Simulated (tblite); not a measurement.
C6H11N2 (doublet state).
Numbering: `[CH3:1][C@@H:2]1[CH2:3][C:4](=[N:5])[CH2:6][C@@H:7]1[NH2:8]` (hydrogens: H9, H10, H11 on C1; H12 on C2; H13, H14 on C3; H15, H16 on C6; H17 on C7; H18, H19 on N8)
Bond orders are those of one Lewis drawing.

Computed with GFN2-xTB (tblite), gas phase: L-BFGS steps from a force-field or distance-geometry start until the largest atomic force falls under 0.01 eV/Å.

At the end of the run (lengths in Å): C4=N5 1.219, C1–C2 1.522, C3–C4 1.528, C7–N8 1.447, C1–H11 1.088, C2–C3 1.529, C3–H13 1.089, C6–C7–N8 114.2°, C4–C6–C7 104.8°, C2–C7–C6 102.4°, C2–C7–N8 111.3°, C1–C2–C3–C4 -153°, C2–C3–C4–N5 -174°, C3–C4–C6–C7 18°, H17–C7–N8–H18 -175°, H18–N8–C7–C6 -52°.

Problem. These geometries were met on the way; a selection of coordinates is given. Order them by energy above the end point, lowest first.
A. C4=N5 1.231, C1–C2 1.520, C3–C4 1.531, C7–N8 1.440, C1–H11 1.080, C2–C3 1.528, C3–H13 1.083, C6–C7–N8 106.9°, C4–C6–C7 97.6°, C2–C7–C6 97.7°, C2–C7–N8 113.7°, C1–C2–C3–C4 -151°, C2–C3–C4–N5 169°, C3–C4–C6–C7 42°, H17–C7–N8–H18 96°, H18–N8–C7–C6 -138°
B. C4=N5 1.283, C1–C2 1.470, C3–C4 1.480, C7–N8 1.401, C1–H11 1.132, C2–C3 1.485, C3–H13 1.117, C6–C7–N8 105.9°, C4–C6–C7 96.9°, C2–C7–C6 96.3°, C2–C7–N8 113.8°, C1–C2–C3–C4 -149°, C2–C3–C4–N5 169°, C3–C4–C6–C7 43°, H17–C7–N8–H18 96°, H18–N8–C7–C6 -139°
C. C4=N5 1.218, C1–C2 1.520, C3–C4 1.525, C7–N8 1.452, C1–H11 1.087, C2–C3 1.530, C3–H13 1.089, C6–C7–N8 114.9°, C4–C6–C7 105.3°, C2–C7–C6 101.9°, C2–C7–N8 114.2°, C1–C2–C3–C4 -154°, C2–C3–C4–N5 -175°, C3–C4–C6–C7 20°, H17–C7–N8–H18 134°, H18–N8–C7–C6 -105°
D. C4=N5 1.220, C1–C2 1.527, C3–C4 1.530, C7–N8 1.459, C1–H11 1.091, C2–C3 1.537, C3–H13 1.088, C6–C7–N8 111.1°, C4–C6–C7 101.0°, C2–C7–C6 99.9°, C2–C7–N8 114.5°, C1–C2–C3–C4 -153°, C2–C3–C4–N5 170°, C3–C4–C6–C7 34°, H17–C7–N8–H18 124°, H18–N8–C7–C6 -114°
E. C4=N5 1.216, C1–C2 1.520, C3–C4 1.537, C7–N8 1.454, C1–H11 1.093, C2–C3 1.536, C3–H13 1.089, C6–C7–N8 110.9°, C4–C6–C7 98.5°, C2–C7–C6 99.4°, C2–C7–N8 115.5°, C1–C2–C3–C4 -154°, C2–C3–C4–N5 164°, C3–C4–C6–C7 37°, H17–C7–N8–H18 114°, H18–N8–C7–C6 -123°

Solution. C (0.145 eV), D (0.235 eV), E (0.385 eV), A (0.631 eV), B (1.015 eV).

```tsv
step	E above end (eV)	rms distance from the end, all atoms (Å)	largest force (eV/Å)	rms shift of all bonds from the end (Å)
42	0.145	0.248	0.124	0.003
18	0.235	0.383	0.242	0.005
7	0.385	0.421	0.504	0.005
2	0.631	0.442	1.190	0.011
0	1.015	0.446	4.521	0.031
```

Rows stand in the order of the answer.
